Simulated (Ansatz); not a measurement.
Geometry optimisation of ClFH4Si2, SMILES `F[SiH2][SiH2]Cl`.

```yaml
crystal:
  periodic: [false, false, false]
  atoms:
    - {symbol: F, position_ang: [-1.521640, 1.597270, 0.416630]}
    - {symbol: Si, position_ang: [-0.041720, 1.166310, -0.063560]}
    - {symbol: Si, position_ang: [0.011470, -1.134820, 0.081660]}
    - {symbol: Cl, position_ang: [1.785240, -1.807470, -0.637710]}
    - {symbol: H, position_ang: [0.055970, 1.749550, -1.398230]}
    - {symbol: H, position_ang: [0.828190, 1.901840, 0.849760]}
    - {symbol: H, position_ang: [-1.025500, -1.818290, -0.697430]}
    - {symbol: H, position_ang: [-0.092020, -1.654410, 1.448870]}
basis:
  gaussian: {orbitals: def2-TZVP}
hamiltonian: {xc: pbe0, dispersion: d4}
relax: {f_tol: 0.005, max_steps: 150}
```

```sh
$ ansatz run in.yaml --threads 2 --pin off --events-out ev --progress --plain --max-ram 32768MiB --backend cpu
```

It prints (some lines left out):

```
Functional definition: PBE0
mean field -31051.29663225 eV, -1141.1141039104 hartree, gradient 2.3e-5 eV, S^2 0.000000; 0 other end points of the search recorded, 0 dependent functions left out
relax step   1: F+E_penalty+E_count = -31051.45408007 eV  Δ(F+E_penalty+E_count) = +0.000e0 eV  max|allowed force component| = 9.849e-1 eV/Å  Δτ_max = 0.0000 Å  (25 SCF iters, accepted)
mean field -31051.39100576 eV, -1141.1175720730 hartree, gradient 1.5e-5 eV, S^2 0.000000; 0 other end points of the search recorded, 0 dependent functions left out
relax step   2: F+E_penalty+E_count = -31051.54796827 eV  Δ(F+E_penalty+E_count) = -9.389e-2 eV  max|allowed force component| = 3.000e-1 eV/Å  Δτ_max = 0.1183 Å  (28 SCF iters, accepted)
mean field -31051.41761679 eV, -1141.1185500104 hartree, gradient 8.5e-6 eV, S^2 0.000000; 0 other end points of the search recorded, 0 dependent functions left out
relax step   3: F+E_penalty+E_count = -31051.57521917 eV  Δ(F+E_penalty+E_count) = -2.725e-2 eV  max|allowed force component| = 3.271e-1 eV/Å  Δτ_max = 0.0593 Å  (29 SCF iters, accepted)
mean field -31051.42374631 eV, -1141.1187752659 hartree, gradient 8.9e-6 eV, S^2 0.000000; 0 other end points of the search recorded, 0 dependent functions left out
relax step   4: F+E_penalty+E_count = -31051.58101702 eV  Δ(F+E_penalty+E_count) = -5.798e-3 eV  max|allowed force component| = 2.687e-1 eV/Å  Δτ_max = 0.0546 Å  (28 SCF iters, accepted)
mean field -31051.42252329 eV, -1141.1187303209 hartree, gradient 2.6e-5 eV, S^2 0.000000; 0 other end points of the search recorded, 0 dependent functions left out
relax step   5: F+E_penalty+E_count = -31051.57987786 eV  Δ(F+E_penalty+E_count) = +1.139e-3 eV  max|allowed force component| = 4.079e-1 eV/Å  Δτ_max = 0.0137 Å  (27 SCF iters, rejected (line search))
mean field -31051.42571264 eV, -1141.1188475271 hartree, gradient 2.3e-5 eV, S^2 0.000000; 0 other end points of the search recorded, 0 dependent functions left out
relax step   6: F+E_penalty+E_count = -31051.58307589 eV  Δ(F+E_penalty+E_count) = -2.059e-3 eV  max|allowed force component| = 4.344e-2 eV/Å  Δτ_max = 0.0067 Å  (28 SCF iters, accepted)
mean field -31051.42866059 eV, -1141.1189558624 hartree, gradient 1.4e-5 eV, S^2 0.000000; 0 other end points of the search recorded, 0 dependent functions left out
relax step   7: F+E_penalty+E_count = -31051.58686748 eV  Δ(F+E_penalty+E_count) = -3.792e-3 eV  max|allowed force component| = 4.109e-2 eV/Å  Δτ_max = 0.0932 Å  (28 SCF iters, accepted)
mean field -31051.41947514 eV, -1141.1186183032 hartree, gradient 2.3e-5 eV, S^2 0.000000; 0 other end points of the search recorded, 0 dependent functions left out
relax step   8: F+E_penalty+E_count = -31051.57811626 eV  Δ(F+E_penalty+E_count) = +8.751e-3 eV  max|allowed force component| = 4.844e-1 eV/Å  Δτ_max = 0.0350 Å  (29 SCF iters, rejected (line search))
mean field -31051.42930719 eV, -1141.1189796243 hartree, gradient 2.4e-5 eV, S^2 0.000000; 0 other end points of the search recorded, 0 dependent functions left out
relax step   9: F+E_penalty+E_count = -31051.58768171 eV  Δ(F+E_penalty+E_count) = -8.142e-4 eV  max|allowed force component| = 6.197e-3 eV/Å  Δτ_max = 0.0175 Å  (27 SCF iters, accepted)
mean field -31051.42934165 eV, -1141.1189808908 hartree, gradient 2.3e-5 eV, S^2 0.000000; 0 other end points of the search recorded, 0 dependent functions left out
relax step  10: F+E_penalty+E_count = -31051.58774167 eV  Δ(F+E_penalty+E_count) = -5.997e-5 eV  max|allowed force component| = 6.810e-3 eV/Å  Δτ_max = 0.0095 Å  (28 SCF iters, accepted)
mean field -31051.42930239 eV, -1141.1189794481 hartree, gradient 2.3e-5 eV, S^2 0.000000; 0 other end points of the search recorded, 0 dependent functions left out
relax step  11: F+E_penalty+E_count = -31051.58776257 eV  Δ(F+E_penalty+E_count) = -2.089e-5 eV  max|allowed force component| = 7.373e-3 eV/Å  Δτ_max = 0.0121 Å  (27 SCF iters, accepted)
mean field -31051.42933741 eV, -1141.1189807350 hartree, gradient 8.0e-5 eV, S^2 0.000000; 0 other end points of the search recorded, 0 dependent functions left out
relax step  12: F+E_penalty+E_count = -31051.58777250 eV  Δ(F+E_penalty+E_count) = -9.935e-6 eV  max|allowed force component| = 2.234e-3 eV/Å  Δτ_max = 0.0021 Å  (20 SCF iters, accepted)
mean field -31051.42933741 eV, -1141.1189807350 hartree, gradient 8.0e-5 eV, S^2 0.000000; 1 other end points of the search recorded, 0 dependent functions left out
Total energy: -31051.58780443 eV, -1141.1248042905 hartree
Atom 0 at    -1.545986     1.702161     0.482756 Å, force     0.000519    -0.000853    -0.000384 eV/Å
Atom 1 at    -0.119484     1.181333    -0.038921 Å, force     0.000704     0.001681    -0.000129 eV/Å
Atom 2 at    -0.017891    -1.157341     0.091426 Å, force    -0.000939    -0.001830     0.000553 eV/Å
Atom 3 at     1.860796    -1.646157    -0.613493 Å, force    -0.001150    -0.000244     0.000569 eV/Å
Atom 4 at     0.051821     1.623846    -1.445744 Å, force     0.000311     0.001167     0.001967 eV/Å
Atom 5 at     0.936511     1.788613     0.809883 Å, force    -0.000996     0.000113    -0.002234 eV/Å
Atom 6 at    -1.025867    -1.828118    -0.766698 Å, force     0.001653     0.000337     0.001742 eV/Å
Atom 7 at    -0.139909    -1.664356     1.480780 Å, force    -0.000103    -0.000371    -0.002085 eV/Å
Dipole moment:    -0.020093    -0.018529     0.009661 e Å
```

Hardware: 2 threads of an AMD EPYC 7R13 on a shared host. Wall time 37 s, peak host memory 0.45 GiB.
